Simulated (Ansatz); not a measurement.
`C[CH2][GeH3]` + `[OH]`• → `[CH2][CH2][GeH3]`• + H₂O at 298.15 K and 1 bar (hydrogen abstraction from a C–H bond).

Program: Ansatz. Geometries: PBE0-D4/def2-TZVP. ΔE: electronic, gas phase. CCSD(T)/CBS is the MP2 limit (def2-TZVPP, def2-QZVPP) plus CCSD(T) − MP2 in def2-TZVPP, frozen cores. This one scheme is used for every species. Open shells (•) are unrestricted, without spin–orbit coupling. For Ge outer-core shells are correlated without core-valence functions, which leaves a few kJ/mol of doubt a bond. Scalar relativity is left out up to krypton.

```csv
species,CCSD(T)/CBS energy (Eh),H − E (kJ/mol),S (J/(mol·K))
`C[CH2][GeH3]`,-2157.02491,249.2,311.4
`[OH]`•,-75.67771,31.1,184.0
`[CH2][CH2][GeH3]`•,-2156.35491,211.5,317.9
H₂O,-76.37941,66.4,188.7
```

H − E and S are ideal-gas, rigid-rotor, harmonic terms from PBE0-D4/def2-TZVP, with the whole ground term of open shells counted as degenerate. 1 Eh = 2625.50 kJ/mol, R = 8.31446 J/(mol·K).

**Question.** By hand: ΔE, ΔH, ΔS and ΔG.

**Answer.** ΔE = (-2156.35491) + (-76.37941) − (-2157.02491) − (-75.67771) = -0.03170 Eh = -83.2 kJ/mol. Δ(H − E) = 211.5 + 66.4 − 249.2 − 31.1 = -2.4, so ΔH = -85.6 kJ/mol. ΔS = 317.9 + 188.7 − 311.4 − 184.0 = 11.2 J/(mol·K). ΔG = -85.6 − 298.15 × (11.2)/1000 = -88.9 kJ/mol.

**Question.** By hand: the equilibrium constant, and the temperature at which ΔG would vanish if ΔH and ΔS stayed fixed.

**Answer.** log₁₀ K = −ΔG/(RT ln 10) = 15.6. ΔH and −TΔS have one sign here, so there is no such temperature.

The number of gas molecules stays the same, so ΔS is small and ΔH decides. A doubt of 5 kJ/mol in ΔE shifts log₁₀ K by 0.9 here. These are equilibria of isolated gas molecules and say nothing of rates. Largest T1 diagnostic: 0.013 (customary marks: 0.02 for closed shells, 0.045 for open ones).
